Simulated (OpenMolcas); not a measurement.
# OpenMolcas run: Nd IV

Input:

```
&GATEWAY
Coord
1

Nd 0.0 0.0 0.0
Basis=ANO-R2
Group=XYZ
NoMove
AngMom=0.0 0.0 0.0
AMFI
&SEWARD
&RASSCF
FileOrb=start.orb
Symmetry=2
Spin=4
nActEl=3 0 0
Inactive=15 12
Ras2=0 7
CIRoot=35 35 1
SDav=35
CIMx=300
Iter=120 100
PrWF=0.3
OrbListing=Nothing
MaxOrb=0
Atom
>>> COPY $Project.JobIph JOB001
&RASSCF
FileOrb=start.orb
Symmetry=2
Spin=2
nActEl=3 0 0
Inactive=15 12
Ras2=0 7
CIRoot=112 112 1
SDav=112
CIMx=300
Iter=120 100
PrWF=0.3
OrbListing=Nothing
MaxOrb=0
Atom
>>> COPY $Project.JobIph JOB002
&RASSI
NrOfJobIphs=2 35 105
1 2 3 4 5 6 7 8 9 10 11 12 13 14 15 16 17 18 19 20 21 22 23 24 25 26 27
28 29 30 31 32 33 34 35
1 2 3 4 5 6 7 8 9 10 11 12 13 14 15 16 17 18 19 20 21 22 23 24 25 26 27
28 29 30 31 32 33 34 35 36 37 38 39 40 41 42 43 44 45 46 47 48 49 50 51
52 53 54 55 56 57 58 59 60 61 62 63 64 65 66 67 68 69 70 71 72 73 74 75
76 77 78 79 80 81 82 83 84 85 86 87 88 89 90 91 92 93 94 95 96 97 98 99
100 101 102 103 104 105
IphNames
JOB001
JOB002
EJob
SpinOrbit
DIPRint=1.0
SOCoupling=1000.0
Subsets=2
MEES
Property=10
'ANGMOM' 1 'ANGMOM' 2 'ANGMOM' 3 'MLTPL  1' 1 'MLTPL  1' 2 'MLTPL  1' 3
'AMFI' 1 'AMFI' 2 'AMFI' 3 'MLTPL  2' 6
SOProperty=3
'ANGMOM' 1 'ANGMOM' 2 'ANGMOM' 3
```

A driver script runs the steps one by one and writes start.orb anew before each from the orbitals found so far.

Output, cut to the results:

```
--- SEWARD ---
Basis set label: ND.ANO-R...8S7P4D3F1G.

      Electronic valence basis set:
      ------------------
      Associated Effective Charge  60.000000 au
      Associated Actual Charge     60.000000 au
      Nuclear Model: Finite nucleus - Gaussian distribution
        Gaussian exponent, Xi/bohr**(-2):  1.72717E+08

      Shell  nPrim  nBasis  Cartesian Spherical Contaminant
         s      25       8        X
         p      19       7        X
         d      12       4                 X
         f      10       3                 X
         g       5       1                 X
                  Relativistic X2C integrals
                  Atomic mean-field integrals
--- RASSCF ---
Wave function specifications:
      -----------------------------

      Number of closed shell electrons          54
      Number of electrons in active shells       3
      Max number of holes in RAS1 space          0
      Max nr of electrons in RAS3 space          0
      Number of inactive orbitals               27
      Number of active orbitals                  7
      Number of secondary orbitals              45
      Spin quantum number                      1.5
      State symmetry                             2
Orbital specifications:
      -----------------------

      Symmetry species                           1   2
                                                ag  au
      Frozen orbitals                            0   0
      Inactive orbitals                         15  12
      Active orbitals                            0   7
      RAS1 orbitals                              0   0
      RAS2 orbitals                              0   7
      RAS3 orbitals                              0   0
      Secondary orbitals                        22  23
      Deleted orbitals                           0   0
      Number of basis functions                 37  42
      Number of CSFs                            35
      Number of root(s) required                35
      Iter CI   SX   CI       RASSCF       Energy    max ROT     max BLB   max BLB  Level Ln srch  Step   QN
          iter iter root      energy       change     param      element    value   shift minimum  type update
 Nr of preliminary CI iterations:   1
      Total energies have been shifted. Add                -9000.00 au
        1   1   10    0  -618.26011667    0.00E+00  -1.00E-01*  15  16 1  2.19E-01*  0.00   0.00    SX    NO
        2   1   10    0  -618.32523595   -6.51E-02*  1.07E-01*  14  28 1  1.27E-01*  0.00   0.00    SX    NO
        3   1   10    0  -618.32759796   -2.36E-03* -9.77E-02   14  28 1 -9.78E-02*  0.00   0.00    SX    NO
        4   1   10    0  -618.33717165   -9.57E-03*  8.86E-02   12  26 1  8.14E-02*  0.00   0.00    SX    NO
        5   1   10    0  -618.33649902    6.73E-04*  2.63E-02   12  26 1 -7.13E-02*  0.00   0.50    LS   YES
        6   1    9    0  -618.34928696   -1.28E-02*  1.63E-02   12  26 1 -2.47E-02*  0.00   1.68    LS   YES
        7   1    8    0  -618.35174504   -2.46E-03*  5.28E-03   15  18 1 -3.80E-03*  0.00   1.10    QN   YES
        8   1    8    0  -618.35186366   -1.19E-04*  1.37E-03   12  26 1 -1.50E-03*  0.00   0.78    QN   YES
        9   1    7    0  -618.35187763   -1.40E-05* -3.59E-05   15  18 1 -1.81E-04*  0.00   1.01    QN   YES
       10   1    5    0  -618.35187768   -4.39E-08* -7.23E-06   15  17 1  1.54E-05   0.00   1.03    QN   YES
       11   1    3    0  -618.35187768   -4.38E-10   2.18E-07   15  17 1  1.03E-06   0.00   1.01    QN   YES
      Convergence after 11 iterations
       12   1    3    0  -618.35187768    1.82E-12   2.18E-07   10  23 2 -9.64E-08   0.00   1.01    QN   YES
      Natural orbitals and occupation numbers for root  1
      sym 2:   0.876467   0.729563   0.109955   0.224383   0.178898   0.798868   0.081867
      Natural orbitals and occupation numbers for root  2
      sym 2:   0.185025   0.339692   0.734777   0.646224   0.353196   0.178710   0.562376
      Natural orbitals and occupation numbers for root  3
      sym 2:   0.840665   0.761565   0.048597   0.308835   0.665341   0.242036   0.132961
::    RASSCF root number  1 Total energy:  -9618.41833234
::    RASSCF root number  2 Total energy:  -9618.41833234
::    RASSCF root number  3 Total energy:  -9618.41833234
::    RASSCF root number  4 Total energy:  -9618.41833234
::    RASSCF root number  5 Total energy:  -9618.41833234
::    RASSCF root number  6 Total energy:  -9618.41833234
...
--- RASSI ---
SPIN-FREE ENERGIES:
  (Shifted by EMIN (a.u.) =      -9618.4183323430)

 SF State       Relative EMIN(au)   Rel lowest level(eV)    D:o, cm**(-1)      L_eff

     1             0.0000000000        0.0000000000              0.0000         6.0
     2             0.0000000000        0.0000000000              0.0000         6.0
     3             0.0000000000        0.0000000000              0.0000         6.0
     4             0.0000000000        0.0000000000              0.0000         6.0
     5             0.0000000000        0.0000000000              0.0000         6.0
     6             0.0000000000        0.0000000000              0.0000         6.0
     7             0.0000000000        0.0000000000              0.0000         6.0
     8             0.0000000000        0.0000000000              0.0000         6.0
     9             0.0000000000        0.0000000000              0.0000         6.0
    10             0.0000000000        0.0000000000              0.0000         6.0
    11             0.0000000000        0.0000000000              0.0000         6.0
    12             0.0000000000        0.0000000000              0.0000         6.0
    13             0.0000000000        0.0000000000              0.0000         6.0
    36             0.0660776134        1.7980634603          14502.3598         5.0
    37             0.0660776134        1.7980634603          14502.3598         5.0
    38             0.0660776134        1.7980634603          14502.3598         5.0
    39             0.0660776134        1.7980634603          14502.3598         5.0
    40             0.0660776134        1.7980634603          14502.3598         5.0
    41             0.0660776134        1.7980634603          14502.3598         5.0
    42             0.0660776134        1.7980634603          14502.3598         5.0
    43             0.0660776134        1.7980634603          14502.3598         5.0
...
```

Levels above the lowest, from the spin-orbit matrix, grouped by J:

```json
{"Configuration": "4f3", "Term": "4I*", "J": "9/2", "E (cm-1)": "0.0", "Measured (cm-1)": "0.0", "g": "0.731", "Term weight %": "98", "Second": "2 2H*(1)"}
{"Configuration": "4f3", "Term": "4I*", "J": "11/2", "E (cm-1)": "1980", "Measured (cm-1)": "1897", "g": "0.966", "Term weight %": "99", "Second": ""}
{"Configuration": "4f3", "Term": "4I*", "J": "13/2", "E (cm-1)": "4128", "Measured (cm-1)": "3907", "g": "1.107", "Term weight %": "100", "Second": ""}
{"Configuration": "4f3", "Term": "4I*", "J": "15/2", "E (cm-1)": "6395", "Measured (cm-1)": "5989", "g": "1.199", "Term weight %": "99", "Second": ""}
{"Configuration": "4f3", "Term": "4F*", "J": "3/2", "E (cm-1)": "15839", "Measured (cm-1)": "11698", "g": "0.419", "Term weight %": "96", "Second": "4 2D*(1)"}
{"Configuration": "4f3", "Term": "2H*(1)", "J": "9/2", "E (cm-1)": "15976", "Measured (cm-1)": "12800", "g": "0.959", "Term weight %": "78", "Second": "14 2G*(1)"}
{"Configuration": "4f3", "Term": "4F*", "J": "5/2", "E (cm-1)": "16914", "Measured (cm-1)": "12748", "g": "1.031", "Term weight %": "98", "Second": ""}
{"Configuration": "4f3", "Term": "4S*", "J": "3/2", "E (cm-1)": "17848", "Measured (cm-1)": "13792", "g": "1.972", "Term weight %": "96", "Second": "4 2P*"}
{"Configuration": "4f3", "Term": "4F*", "J": "7/2", "E (cm-1)": "17928", "Measured (cm-1)": "13720", "g": "1.212", "Term weight %": "92", "Second": "7 2G*(1)"}
{"Configuration": "4f3", "Term": "4F*", "J": "9/2", "E (cm-1)": "19086", "Measured (cm-1)": "14995", "g": "1.270", "Term weight %": "82", "Second": "11 2H*(1)"}
{"Configuration": "4f3", "Term": "2H*(1)", "J": "11/2", "E (cm-1)": "19298", "Measured (cm-1)": "16162", "g": "1.094", "Term weight %": "97", "Second": "2 4G*"}
{"Configuration": "4f3", "Term": "2G*(1)", "J": "7/2", "E (cm-1)": "22095", "Measured (cm-1)": "17655", "g": "0.922", "Term weight %": "85", "Second": "8 4G*"}
{"Configuration": "4f3", "Term": "4G*", "J": "5/2", "E (cm-1)": "24017", "Measured (cm-1)": "17707", "g": "0.573", "Term weight %": "99", "Second": ""}
{"Configuration": "4f3", "Term": "2K*", "J": "13/2", "E (cm-1)": "24174", "Measured (cm-1)": "20005", "g": "0.935", "Term weight %": "99", "Second": ""}
{"Configuration": "4f3", "Term": "2G*(1)", "J": "9/2", "E (cm-1)": "24928", "Measured (cm-1)": "", "g": "1.128", "Term weight %": "65", "Second": "14 4G*"}
{"Configuration": "4f3", "Term": "4G*", "J": "7/2", "E (cm-1)": "25546", "Measured (cm-1)": "19541", "g": "0.978", "Term weight %": "91", "Second": "8 2G*(1)"}
{"Configuration": "4f3", "Term": "2K*", "J": "15/2", "E (cm-1)": "26365", "Measured (cm-1)": "22044", "g": "1.065", "Term weight %": "97", "Second": "2 2L*"}
{"Configuration": "4f3", "Term": "4G*", "J": "9/2", "E (cm-1)": "27158", "Measured (cm-1)": "", "g": "1.165", "Term weight %": "85", "Second": "14 2G*(1)"}
{"Configuration": "4f3", "Term": "2D*(1)", "J": "3/2", "E (cm-1)": "27832", "Measured (cm-1)": "", "g": "1.067", "Term weight %": "48", "Second": "45 2P*"}
{"Configuration": "4f3", "Term": "4G*", "J": "11/2", "E (cm-1)": "28582", "Measured (cm-1)": "22047", "g": "1.267", "Term weight %": "97", "Second": "2 2H*(1)"}
{"Configuration": "4f3", "Term": "2P*", "J": "1/2", "E (cm-1)": "30017", "Measured (cm-1)": "", "g": "0.651", "Term weight %": "98", "Second": "2 4D*"}
{"Configuration": "4f3", "Term": "2D*(1)", "J": "5/2", "E (cm-1)": "30368", "Measured (cm-1)": "24333", "g": "1.197", "Term weight %": "98", "Second": ""}
{"Configuration": "4f3", "Term": "2P*", "J": "3/2", "E (cm-1)": "33203", "Measured (cm-1)": "", "g": "1.076", "Term weight %": "50", "Second": "47 2D*(1)"}
{"Configuration": "4f3", "Term": "2I*", "J": "11/2", "E (cm-1)": "37892", "Measured (cm-1)": "30180", "g": "0.938", "Term weight %": "91", "Second": "9 2H*(2)"}
```

Against the 18 measured excited levels shown (the list in Arab et al., J. Quant. Spectrosc. Radiat. Transfer 229, 145 (2019) and Gaigalas et al. (2019), from Wyart et al. (2007)) the mean absolute deviation is 4100 cm-1; the largest miss in energy is 4f3 2I* 11/2: computed 37892, measured 30180 cm-1 (+25.6 %), and the largest in proportion 4f3 4G* 5/2 (+35.6 %).

High states are left out of the spin-orbit mixing, which shifts the levels that they would mix with. Without dynamic correlation excited terms often stand tens of per cent too high (terms of higher spin than the ground term too low), and those without a measured partner can miss by more than the paired ones. Some levels mix across a computed gap that differs much from the measured one, so their mixing is not that of the real levels. Computed and measured levels are paired by configuration, term and J; levels that our copy of the source lacks, or whose pairing is in doubt (as where it misses far off the trend of its configuration), stay unpaired and out of the deviations. Levels of configurations outside the active space are missing. The first state left out of the spin-orbit step lies near 88000 cm-1 above the lowest spin-free state of the reference (among the parities and spins computed), and the list stops at four fifths of that energy or lower. The table shows the lowest 24 of 39 levels.

The term weight is that of the spin-free term in the level, not the purity of its configuration. A number in round brackets counts repeated terms of one configuration in the order of the reference energies. * marks odd parity.
